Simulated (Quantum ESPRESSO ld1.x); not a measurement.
Species: Sn4+. Configuration: [Kr] 4d10 (the NIST ground configuration). Method: non-relativistic Kohn-Sham, LDA (Slater exchange, Perdew-Zunger correlation), spin-polarised, spherical densities, point nucleus; relativity is left out, which matters for an element this heavy; computed with ld1.x of Quantum ESPRESSO 7.5.

Unscreened Slater integrals over Kohn-Sham orbitals (eV). They are taken over the spin-up orbitals.

F0(4d,4d): 23.132
F2(4d,4d): 11.650
F4(4d,4d): 7.6838
F0(4d,4p): 24.967
F2(4d,4p): 12.612
G1(4d,4p): 16.054
G3(4d,4p): 9.8933
F0(4d,4s): 25.526
G2(4d,4s): 12.208
F0(4d,3d): 31.040
F2(4d,3d): 6.5654
F4(4d,3d): 2.9598
G0(4d,3d): 2.0584
G2(4d,3d): 2.4265
G4(4d,3d): 1.8588
F0(4p,4p): 27.302
F2(4p,4p): 14.314
F0(4p,4s): 28.031
G1(4p,4s): 19.135
F0(4p,3d): 35.405
F2(4p,3d): 8.4611
G1(4p,3d): 2.6737
G3(4p,3d): 2.6187
F0(4s,4s): 28.829
F0(4s,3d): 36.929
G2(4s,3d): 2.8712
F0(3d,3d): 78.504
F2(3d,3d): 39.326
F4(3d,3d): 25.136
